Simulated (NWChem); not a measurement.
All runs are NWChem calculations. System: benzonitrile (C7H5N), charge 0, spin multiplicity 1, at a geometry optimised with PBE0/def2-SVP. Level: G0W0@B3LYP/def2-SVP, RI basis def2-svp-rifit, VWN1-RPA local correlation.

Input file:

```
start mol
memory heap 200 mb stack 700 mb global 1700 mb
geometry units angstroms nocenter noautoz
  N      0.000000     0.000000    -3.203214
  C      0.000000     0.000000    -2.043654
  C      0.000000     0.000000    -0.610398
  C      1.215510     0.000000     0.091179
  C      1.209074     0.000000     1.482012
  C      0.000000     0.000000     2.177873
  C     -1.209074     0.000000     1.482012
  C     -1.215510     0.000000     0.091179
  H      2.156532     0.000000    -0.462209
  H      2.155412     0.000000     2.027581
  H      0.000000     0.000000     3.270538
  H     -2.155412     0.000000     2.027581
  H     -2.156532     0.000000    -0.462209
  symmetry group C2v
end
basis spherical
  * library def2-svp
end
basis "ri basis" bse spherical
  * library def2-svp-rifit
end
dft
  xc b3lyp
  iterations 100
  direct
  tolerances tight
end
task dft energy
gw
  states alpha occ 4 vir 2
end
task dft gw
```

Output (cleaned and shortened):

```
             Northwest Computational Chemistry Package (NWChem) 7.3.0
             --------------------------------------------------------

                                NWChem Input Module
                                -------------------

 Scaling coordinates for geometry "geometry" by  1.889725989
 (inverse scale =  0.529177249)

 Turning off AUTOSYM since
 SYMMETRY directive was detected!

                             Geometry "geometry" -> ""
                             -------------------------

 Output coordinates in angstroms (scale by  1.889725989 to convert to a.u.)

  No.       Tag          Charge          X              Y              Z
 ---- ---------------- ---------- -------------- -------------- --------------
    1 N                    7.0000     0.00000000     0.00000000    -3.20321400
    2 C                    6.0000     0.00000000     0.00000000    -2.04365400
    3 C                    6.0000     0.00000000     0.00000000    -0.61039800
    4 C                    6.0000     1.21551000     0.00000000     0.09117900
    5 C                    6.0000     1.20907400     0.00000000     1.48201200
    6 C                    6.0000     0.00000000     0.00000000     2.17787300
    7 C                    6.0000    -1.20907400     0.00000000     1.48201200
    8 C                    6.0000    -1.21551000     0.00000000     0.09117900
    9 H                    1.0000     2.15653200     0.00000000    -0.46220900
   10 H                    1.0000     2.15541200     0.00000000     2.02758100
   11 H                    1.0000     0.00000000     0.00000000     3.27053800
   12 H                    1.0000    -2.15541200     0.00000000     2.02758100
   13 H                    1.0000    -2.15653200     0.00000000    -0.46220900

 Effective nuclear repulsion energy (a.u.)     299.3755353462

            Nuclear Dipole moment (a.u.)
            ----------------------------
        X                 Y               Z
 ---------------- ---------------- ----------------
     0.0000000000     0.0000000000     0.0000037795

      Symmetry information
      --------------------

 Group name             C2v
 Group number             16
 Group order               4
 No. of unique centers     9

      Symmetry unique atoms

     1    2    3    4    5    6    9   10   11


 Summary of "ao basis" -> "" (spherical)
 ------------------------------------------------------------------------------
       Tag                 Description            Shells   Functions and Types
 ---------------- ------------------------------  ------  ---------------------
 *                          def2-svp                  on all atoms

 new library libraries.bse/

 Summary of "ri basis" -> "" (spherical)
 ------------------------------------------------------------------------------
       Tag                 Description            Shells   Functions and Types
 ---------------- ------------------------------  ------  ---------------------
 *                       def2-svp-rifit               on all atoms

                                 NWChem DFT Module
                                 -----------------

 Summary of "ao basis" -> "ao basis" (spherical)
 ------------------------------------------------------------------------------
       Tag                 Description            Shells   Functions and Types
 ---------------- ------------------------------  ------  ---------------------
 N                          def2-svp                 6       14   3s2p1d
 C                          def2-svp                 6       14   3s2p1d
 H                          def2-svp                 3        5   2s1p

 Summary of "ao basis" -> "ao basis" (spherical)
 ------------------------------------------------------------------------------
       Tag                 Description            Shells   Functions and Types
 ---------------- ------------------------------  ------  ---------------------
 N                          def2-svp                 6       14   3s2p1d
 C                          def2-svp                 6       14   3s2p1d
 H                          def2-svp                 3        5   2s1p

      Symmetry analysis of basis
      --------------------------

        a1         59
        a2         14
        b1         41
        b2         23

            General Information
            -------------------
          SCF calculation type: DFT
          Wavefunction type:  closed shell.
          No. of atoms     :    13
          No. of electrons :    54
           Alpha electrons :    27
            Beta electrons :    27
          Charge           :     0
          Spin multiplicity:     1
          Use of symmetry is: on ; symmetry adaption is: on
          Maximum number of iterations: 100
          This is a Direct SCF calculation.
          AO basis - number of functions:   137
                     number of shells:    63
          Convergence on energy requested:  1.00D-06
          Convergence on density requested:  1.00D-05
          Convergence on gradient requested:  5.00D-04

              XC Information
              --------------
                         B3LYP Method XC Potential
                     Hartree-Fock (Exact) Exchange  0.200
                        Slater Exchange Functional  0.800 local
                    Becke 1988 Exchange Functional  0.720 non-local
              Lee-Yang-Parr Correlation Functional  0.810
                  VWN I RPA Correlation Functional  0.190 local

             Grid Information
             ----------------
          Grid used for XC integration:  medium
          Radial quadrature: Mura-Knowles
[...]
      -------------------------------------------------

  Numbering of irreducible representations:

     1 a1          2 a2          3 b1          4 b2

  Orbital symmetries:

     1 a1          2 a1          3 a1          4 b1          5 a1
     6 b1          7 a1          8 a1          9 a1         10 a1
    11 b1         12 a1         13 a1         14 b1         15 a1
    16 a1         17 b1         18 a1         19 b1         20 b2
    21 a1         22 b2         23 b1         24 a1         25 b1
    26 a2         27 b2         28 b2         29 a2         30 b1
    31 a1         32 b2         33 b1         34 a1         35 a1
    36 b1         37 b2

   convergence    iter        energy       DeltaE   RMS-Dens  Diis-err    time
 ---------------- ----- ----------------- --------- --------- ---------  ------
 d= 0,ls=0.0,diis     1   -324.1346669225 -6.24D+02  1.21D-02  9.05D-01     1.6
 d= 0,ls=0.0,diis     2   -323.8879773236  2.47D-01  8.62D-03  3.07D+00     2.6
 d= 0,ls=0.0,diis     3   -324.2414188577 -3.53D-01  1.82D-03  1.33D-01     3.7
 d= 0,ls=0.0,diis     4   -324.2556836845 -1.43D-02  6.31D-04  4.37D-03     4.6
 d= 0,ls=0.0,diis     5   -324.2561008020 -4.17D-04  2.93D-04  1.72D-03     5.7
 d= 0,ls=0.0,diis     6   -324.2563343998 -2.34D-04  8.20D-05  8.46D-05     6.7
 d= 0,ls=0.0,diis     7   -324.2563466445 -1.22D-05  1.97D-05  6.58D-06     8.0
 d= 0,ls=0.0,diis     8   -324.2563474423 -7.98D-07  3.46D-06  3.85D-07     8.9

         Total DFT energy =     -324.256347442290
      One electron energy =    -1028.568821044165
           Coulomb energy =      451.558887448934
    Exchange-Corr. energy =      -46.621949193217
 Nuclear repulsion energy =      299.375535346157

 Numeric. integr. density =       54.000011438098

     Total iterative time =      8.6s

                  Occupations of the irreducible representations
                  ----------------------------------------------

                     irrep           alpha         beta
                     --------     --------     --------
                     a1               15.0         15.0
                     a2                1.0          1.0
                     b1                8.0          8.0
                     b2                3.0          3.0

                       DFT Final Molecular Orbital Analysis
                       ------------------------------------

 Vector   25  Occ=2.000000D+00  E=-3.380841D-01  Symmetry=b1
              MO Center=  7.4D-16, -2.9D-17, -2.3D+00, r^2= 2.5D+00
   Bfn.  Coefficient  Atom+Function         Bfn.  Coefficient  Atom+Function
  ----- ------------  ---------------      ----- ------------  ---------------
     4      0.434543   1 N  px               18     -0.384653   2 C  px
     7     -0.245481   1 N  px               21     -0.241300   2 C  px
    32      0.138344   3 C  px               35      0.138901   3 C  px
    46     -0.102736   4 C  px              102     -0.102736   8 C  px
    48     -0.077359   4 C  pz              104      0.077359   8 C  pz

 Vector   26  Occ=2.000000D+00  E=-2.847981D-01  Symmetry=a2
              MO Center=  6.5D-15,  7.2D-16,  7.7D-01, r^2= 3.0D+00
   Bfn.  Coefficient  Atom+Function         Bfn.  Coefficient  Atom+Function
  ----- ------------  ---------------      ----- ------------  ---------------
    47      0.306759   4 C  py              103     -0.306759   8 C  py
    61      0.299613   5 C  py               89     -0.299613   7 C  py
    50      0.209325   4 C  py              106     -0.209325   8 C  py
    64      0.202029   5 C  py               92     -0.202029   7 C  py

 Vector   27  Occ=2.000000D+00  E=-2.751008D-01  Symmetry=b2
              MO Center= -3.7D-15, -5.3D-17, -6.8D-02, r^2= 5.0D+00
   Bfn.  Coefficient  Atom+Function         Bfn.  Coefficient  Atom+Function
  ----- ------------  ---------------      ----- ------------  ---------------
    33      0.317409   3 C  py               75     -0.309781   6 C  py
     5      0.273946   1 N  py               36      0.226530   3 C  py
    78     -0.215812   6 C  py                8     -0.179500   1 N  py
    47      0.169280   4 C  py              103      0.169280   8 C  py
    61     -0.146756   5 C  py               89     -0.146756   7 C  py

 Vector   28  Occ=0.000000D+00  E=-6.024322D-02  Symmetry=b2
              MO Center= -5.6D-15, -4.3D-16,  2.4D-02, r^2= 5.0D+00
   Bfn.  Coefficient  Atom+Function         Bfn.  Coefficient  Atom+Function
  ----- ------------  ---------------      ----- ------------  ---------------
    78      0.409613   6 C  py               36      0.397901   3 C  py
    75      0.331621   6 C  py               33      0.313742   3 C  py
    50     -0.270683   4 C  py              106     -0.270683   8 C  py
     5      0.252710   1 N  py                8     -0.246096   1 N  py
    47     -0.222598   4 C  py              103     -0.222598   8 C  py

 Vector   29  Occ=0.000000D+00  E=-3.479321D-02  Symmetry=a2
              MO Center=  6.5D-15, -3.3D-16,  8.0D-01, r^2= 3.5D+00
   Bfn.  Coefficient  Atom+Function         Bfn.  Coefficient  Atom+Function
  ----- ------------  ---------------      ----- ------------  ---------------
    64     -0.438798   5 C  py               92      0.438798   7 C  py
    50      0.433161   4 C  py              106     -0.433161   8 C  py
    61     -0.325956   5 C  py               89      0.325956   7 C  py
    47      0.320195   4 C  py              103     -0.320195   8 C  py
    38      0.032754   3 C  d -2             80     -0.031523   6 C  d -2

 Vector   30  Occ=0.000000D+00  E= 3.258323D-02  Symmetry=b1
              MO Center= -4.4D-15, -9.8D-17, -2.2D+00, r^2= 2.7D+00
   Bfn.  Coefficient  Atom+Function         Bfn.  Coefficient  Atom+Function
  ----- ------------  ---------------      ----- ------------  ---------------
    45      0.646579   4 C  s               101     -0.646579   8 C  s
     7      0.524339   1 N  px               21     -0.499240   2 C  px
    18     -0.457120   2 C  px                4     -0.451820   1 N  px
    59     -0.426220   5 C  s                87      0.426220   7 C  s
    35     -0.243182   3 C  px              119      0.192057  10 H  s

 center of mass
 --------------
 x =   0.00000000 y =   0.00000000 z =  -0.11665695

 moments of inertia (a.u.)
 ------------------
        1168.463661807032           0.000000000000           0.000000000000
           0.000000000000        1487.295923520345           0.000000000000
           0.000000000000           0.000000000000         318.832261713312

     Multipole analysis of the density
     ---------------------------------

     L   x y z        total         alpha         beta         nuclear
     -   - - -        -----         -----         ----         -------
     0   0 0 0     -0.000000    -27.000000    -27.000000     54.000000

     1   1 0 0      0.000000      0.000000      0.000000      0.000000
     1   0 1 0     -0.000000     -0.000000     -0.000000      0.000000
     1   0 0 1      1.731185      0.865591      0.865591      0.000004

     2   2 0 0    -29.539610   -110.947060   -110.947060    192.354509
     2   1 1 0      0.000000      0.000000      0.000000      0.000000
     2   1 0 1     -0.000000     -0.000000     -0.000000      0.000000
     2   0 2 0    -35.897847    -17.948923    -17.948923      0.000000
     2   0 1 1      0.000000      0.000000      0.000000      0.000000
     2   0 0 2    -41.372802   -330.260948   -330.260948    619.149093

 Task  times  cpu:        8.9s     wall:        8.9s

                                NWChem Input Module
                                -------------------

                                 NWChem GW Module
                                 ----------------

                             ***********************
                             ***        GW       ***
                             ***********************

 Summary of "ri basis" -> "ri basis" (spherical)
 ------------------------------------------------------------------------------
       Tag                 Description            Shells   Functions and Types
 ---------------- ------------------------------  ------  ---------------------
 N                       def2-svp-rifit             16       48   6s5p4d1f
 C                       def2-svp-rifit             16       48   6s5p4d1f
 H                       def2-svp-rifit              6       14   3s2p1d

                 Memory Information
                 ------------------
          Available GA per process is          1699.9 MBs
          Available stack per process is        700.0 MBs
          Available heap per process is           0.0 MBs

          Peak memory in Initialization
              Peak GA per process is                 15.4 MBs
              Peak stack per process is               0.2 MBs
              Peak heap per process is               15.9 MBs
              Memory not in MA per process            0.0 MBs

          Peak memory in AFF Calculation
              Peak GA per process is                 91.2 MBs
              Peak stack per process is              67.3 MBs
              Peak heap per process is                0.0 MBs
              Memory not in MA per process           67.3 MBs

          Computing 2-center integrals
          Computing Inverse Cholesky factor
          Computing 3-center integrals
          Computing V_xc ...

          Computing Sigma_x
          Computing RPA polarizability
          Solving quasiparticle equations

                  Alpha Orbitals
          State     Energy (eV)     Error (eV)
          -----------------------------------
@GW        24        -11.440           0.004
@GW        25        -11.328           0.005
@GW        26         -9.346           0.004
@GW        27         -9.106           0.004
@GW        28          0.785           0.002
@GW        29          1.385           0.002

   Applying  -1.6203 eV scissor-shift to rest of particle states

   Applying   2.4242 eV scissor-shift to rest of hole states

     GW Timing Statistics
   ------------------------
   Init.   :          0.0s
     ERIs  :          1.3s
     Distr.:          0.0s
     Vxc   :          1.0s
   Sigma_x :          0.0s
   RPA     :          5.5s
   Wmn     :          0.1s
   Sigma_c :          0.1s
   GW total:          8.0s

 Task  times  cpu:        8.0s     wall:        8.0s

 Total times  cpu:       16.9s     wall:       16.9s
```
